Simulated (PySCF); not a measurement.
# How the method moves the HOMO and LUMO of `N#CC/C=N\[SiH3]`

Compound: C3H6N2Si.
SMILES with atom numbers: `[N:1]#[C:2][CH2:3]/[CH:4]=[N:5]\[SiH3:6]` (hydrogens: H7, H8 on C3; H9 on C4; H10, H11, H12 on Si6)

Cartesian coordinates in Å at the PBE0-D3(BJ)/def2-SVP level; atoms count from 1:
```
atom  x, y, z in Å
N1    -3.0046    1.7473    0.1110
C2    -2.2234    0.9189    0.3159
C3    -1.2303   -0.1235    0.5313
C4    -0.5685   -0.5769   -0.7636
N5     0.6473   -0.8455   -0.9327
Si6    2.0657   -0.7930    0.0875
H7    -0.4799    0.2196    1.2601
H8    -1.7400   -0.9961    0.9785
H9    -1.2753   -0.6937   -1.6091
H10    3.0717    0.0567   -0.6071
H11    1.8484   -0.2498    1.4718
H12    2.5644   -2.1926    0.1994
```

Basis pcSseg-1 throughout (PySCF), one geometry. The structure is a single PBE0-D3(BJ)/def2-SVP conformer in the gas phase; no vibrational or solvent corrections.

How do the orbital energies, the gap and the dipole change with the method?

```csv
method,kind,HOMO (eV),LUMO (eV),gap (eV),μ (D),SCF cycles
BLYP,GGA,-6.03,-2.31,3.72,3.16,16
OPBE,GGA,-6.15,-2.39,3.76,3.15,16
PBE,GGA,-6.16,-2.47,3.69,3.19,16
B97-D,GGA,-6.17,-2.37,3.80,3.18,16
LDA,LDA,-6.28,-2.71,3.57,3.33,15
BP86,GGA,-6.29,-2.58,3.71,3.21,15
KT3,GGA,-6.30,-2.40,3.90,3.12,16
KT2,GGA,-6.31,-2.43,3.87,3.18,15
B97-2,global hybrid,-7.29,-1.47,5.83,3.19,14
B3LYP,global hybrid,-7.30,-1.62,5.69,3.19,13
PBE0,global hybrid,-7.55,-1.41,6.14,3.21,14
mPW1PW91,global hybrid,-7.58,-1.42,6.16,3.21,14
BHandHLYP,global hybrid,-8.85,-0.18,8.67,3.22,13
CAM-B3LYP,range-separated hybrid,-8.90,-0.16,8.73,3.19,13
wB97X-D,range-separated hybrid,-9.43,0.43,9.86,3.20,14
LC-wPBE,range-separated hybrid,-10.24,1.00,11.24,3.17,14
HF,Hartree–Fock,-10.96,2.68,13.64,3.22,12
```

The HOMO spans 4.93 eV, from BLYP down to HF, and the gap runs from 3.57 eV (LDA) to 13.64 eV (HF). Over the methods BLYP (0 %), OPBE (0 %), PBE (0 %), B97-D (0 %), LDA (0 %), BP86 (0 %), KT3 (0 %), KT2 (0 %), B97-2 (21 %), B3LYP (20 %), PBE0 (25 %), mPW1PW91 (25 %), BHandHLYP (50 %), HF (100 %), a straight line through the gap against the share of exact exchange rises by 0.99 eV for each 10 % (correlation coefficient 1.000). The dipole ranges from 3.12 D (KT3) to 3.33 D (LDA). This basis has no diffuse functions.
